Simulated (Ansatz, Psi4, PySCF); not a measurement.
C$_{3}$H$_{4}$N, charge +1, singlet, geometry from GFN2-xTB, atoms displaced at random by about 0.08 Å a coordinate. Base run: PySCF with PBE0/STO-3G, gradient.

PySCF was given this input:
```python
from pyscf import gto, scf, dft

mol = gto.M(
    atom='''
C    -0.12691395   -1.56297494   -0.11237618
C     0.70470136   -0.55268161    0.06135972
C     0.08983377    0.74021207    0.07012503
H    -1.24275782   -1.80243790    0.09562087
H     0.49846714   -2.63613950    0.11979720
H     1.77775113   -0.56673811    0.09654058
N    -0.36497087    1.71405436   -0.11152071
H    -0.79285806    2.80966600   -0.12614841
''',
    basis='sto-3g',
    charge=1,
    verbose=3,
)

mf = dft.RKS(mol)
mf.xc = 'pbe0'
mf.kernel()
g = mf.nuc_grad_method()
grad = g.kernel()
```

Programs used: Ansatz (a program for electronic structure), Psi4, PySCF; a row that names a program was run with it.

The coordinate followed is x of atom 2.

Each row names what was changed in the base input (with any setting that the change needs).

```
change                                                  dE/dx (Eh/bohr)  net force (Eh/bohr)
------------------------------------------------------  ---------------  -------------------
base                                                           0.021687             0.000045
code = ansatz                                                  0.021706             0.000000
grids.level = 5; grid_response = off                           0.021707             0.000001
grids.level = 0; grid_response = on                            0.021693             0.000000
grid_response = on                                             0.021700             0.000000
finite difference step (bohr) = 1e-4; conv_tol = 1e-11         0.021701                    -
grids.level = 0; grid_response = off                           0.021811             0.003245
finite difference step (bohr) = 0.01; conv_tol = 1e-11         0.021721                    -
grids.level = 1; grid_response = on                            0.021752             0.000000
conv_tol = 1e-6                                                0.021703             0.000045
code = psi4                                                    0.021717             0.000013
grids.level = 1; grid_response = off                           0.021760             0.000028
```

The net force is zero for an exact gradient.
